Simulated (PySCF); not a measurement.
Electron correlation in O⁺ (oxygen, charge +1)

[He] 2s2 2p3, high-spin 4S determinant. Computed with PySCF 2.14 in x2c-SVPall (3s2p1d, 14 functions), with scalar relativity by spin-free X2C-1e. Frozen: 1s2; 5 electrons correlated.

MP2 pair energies summed by pair of shells (mhartree):

```json
{"pair": "2s-2p", "energy": "-45.34", "share (%)": "65.7"}
{"pair": "2p-2p", "energy": "-16.54", "share (%)": "24.0"}
{"pair": "2s-2s", "energy": "-7.11", "share (%)": "10.3"}
```

Total MP2 correlation energy: -68.98 mhartree.

Same-spin part -19.32 and opposite-spin part -49.66 mhartree; SCS-MP2 scales them by 1/3 and 6/5 to -66.03 mhartree.

```
  level  correlation energy (mhartree)
   CCSD                         -83.93
    (T)                          -0.57
CCSD(T)                         -84.50
```

Diagnostics: T1 = 0.0038, D1 = 0.0069, largest double amplitude 0.036.

Cost of the coupled-cluster step: 0.07 s of wall time on 1 thread of Intel(R) Xeon(R) 6975P-C (shared host), for 5 correlated electrons.
